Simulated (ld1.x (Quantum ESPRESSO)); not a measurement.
**Varying the PAW potential for erbium**

Base potential:

ld1.x (Quantum ESPRESSO) 7.5 input, shortened:

```
&input
   title='Er', zed=68., rel=1, dft='PBESOL', iswitch=3,
   config='[Xe] 4f11 5d1 6s1.75 6p0.25'
 /
 &inputp
   pseudotype=3, lpaw=.true., tm=.true., lloc=-1, rcloc=1.50,
   nlcc=.true., new_core_ps=.true.,
   which_augfun='BESSEL', rmatch_augfun=1.20
 /
6
5S  1  0   2.00   0.00  1.60  1.85  0.0
6S  2  0   1.75   0.00  1.60  1.85  0.0
5P  2  1   6.00   0.00  1.90  2.40  0.0
6P  3  1   0.25   0.00  1.90  2.40  0.0
5D  3  2   1.00   0.00  1.65  2.20  0.0
5D  3  2   0.00   1.55  1.65  2.20  0.0
 &test
   configts(1)='5s2 5p6 5d1 6s1.75 6p0.25'
 /
```

Cutoffs, loose and tight: the cutoffs (Ry, on a coarse ladder) from which the occupation-weighted sum of valence levels, in a spherical-Bessel basis at the reference potential, stays within 10 and 1 mRy of its value at 400 Ry. They do not see the model core or the augmentation charge, which bear on the density cutoff. Test errors are all-electron minus pseudo excitation energies from the reference, over the configurations 5s2 5p6 5d1 6s2 6p0; 5s2 5p6 5d1 6s1 6p0; 5s2 5p6 5d1 6s0 6p0; 5s2 5p6 5d1 6s0 6p1; 5s2 5p6 5d1 6s0 6p2; 5s2 5p6 5d2 6s0 6p0; 5s2 5p6 5d0 6s2 6p0. A dash means not determined; rows that change the core or the reference have their own tests. The largest error is taken over the tests solved by every variant that gives reliable tests at all: 5s2 5p6 5d1 6s0 6p0; 5s2 5p6 5d1 6s0 6p1; 5s2 5p6 5d1 6s0 6p2; 5s2 5p6 5d1 6s1 6p0; 5s2 5p6 5d1 6s2 6p0; 5s2 5p6 5d2 6s0 6p0.

Cutoffs are not given where the Bessel-basis levels miss the radial ones by over 6 mRy, ghosts where they miss by over 20 mRy; a channel whose overlap is not positive is not tested.

A file whose overlap is not positive is unfit for use, and its test errors describe a broken file.

```tsv
change	outcome	bound ghosts	largest test error (meV)
base	generated, overlap not positive	not determined (overlap not positive)	-23
waves 5s (bound): rcut 1.12, rcutus 1.18 bohr; 6s (bound): rcut 1.12, rcutus 1.18 bohr	generated, overlap not positive	not determined (overlap not positive)	test run stopped at test 1 of 7 (negative rho)
waves 5s (bound): rcut 1.28, rcutus 1.36 bohr; 6s (bound): rcut 1.28, rcutus 1.36 bohr	generated, overlap not positive	not determined (overlap not positive)	-23
waves 5s (bound): rcut 1.52, rcutus 1.62 bohr; 6s (bound): rcut 1.52, rcutus 1.62 bohr	generated, overlap not positive	not determined (overlap not positive)	-24
waves 5s (bound): rcut 1.60, rcutus 1.82 bohr; 6s (bound): rcut 1.60, rcutus 1.82 bohr	generated, overlap not positive	not determined (overlap not positive)	-23
waves 5s (bound): rcut 1.60, rcutus 1.98 bohr; 6s (bound): rcut 1.60, rcutus 1.98 bohr	generated, overlap not positive	not determined (overlap not positive)	-24
waves 5s (bound): rcut 1.60, rcutus 2.20 bohr; 6s (bound): rcut 1.60, rcutus 2.20 bohr	generated, overlap not positive	not determined (overlap not positive)	-24
waves 5s (bound): rcut 1.60, rcutus 2.34 bohr; 6s (bound): rcut 1.60, rcutus 2.34 bohr	generated, overlap not positive	not determined (overlap not positive)	-23
waves 5s (bound): rcut 1.60, rcutus 2.56 bohr; 6s (bound): rcut 1.60, rcutus 2.56 bohr	generated, overlap not positive	not determined (overlap not positive)	-20
waves 5s (bound): rcut 1.60, rcutus 2.80 bohr; 6s (bound): rcut 1.60, rcutus 2.80 bohr	generated, overlap not positive	not determined (overlap not positive)	test run stopped at test 1 of 7 (negative rho)
```
